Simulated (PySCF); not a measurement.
Worked example: chemical shift, span and skew from a shielding tensor

C3H6OSi, SMILES [SiH2](C#C)CO. Atoms are numbered in the order given.

```xyz
11

C      1.4955     1.9601     1.0025
C      1.1004     0.8532     0.6751
Si     0.4846    -0.8067     0.1882
C     -1.3576    -0.7228    -0.2628
O     -1.4882     0.0932    -1.4180
H      1.8455     2.9354     1.2873
H      0.6473    -1.7394     1.3378
H      1.2746    -1.3041    -0.9667
H     -1.7280    -1.7572    -0.4292
H     -1.9170    -0.3212     0.6074
H     -2.4312     0.1911    -1.6155
```

Geometry: TPSSh-D3(BJ)/def2-SVP. The structure was generated by enumeration, and PubChem lists no compound with its InChIKey, so it may never have been made. The values are those of a single conformer.

GIAO shieldings from PBE/pcSseg-1 (PySCF), non-relativistic, no solvent. The symmetric part of the tensor of C4 has the principal values 92.8, 98.4, 171.8 ppm. The same nucleus in TMS has σ = 182.0 ppm at this level (PySCF, at its B3LYP-D3(BJ)/def2-TZVP geometry).

### Question
Work out the isotropic shielding, the ¹³C shift against TMS, the span and the skew.

### Answer

σ(iso) = (σ11 + σ22 + σ33)/3 = 121.0 ppm. δ = σ(ref) − σ(iso) = 182.0 − (121.0) = 61.0 ppm.
Span Ω = σ33 − σ11 = 79.0 ppm. Skew κ = 3(σ(iso) − σ22)/Ω = 0.86. Tumbling in solution averages the tensor to δ; in a static solid the shielding alone would spread this spin-1/2 line over Ω.
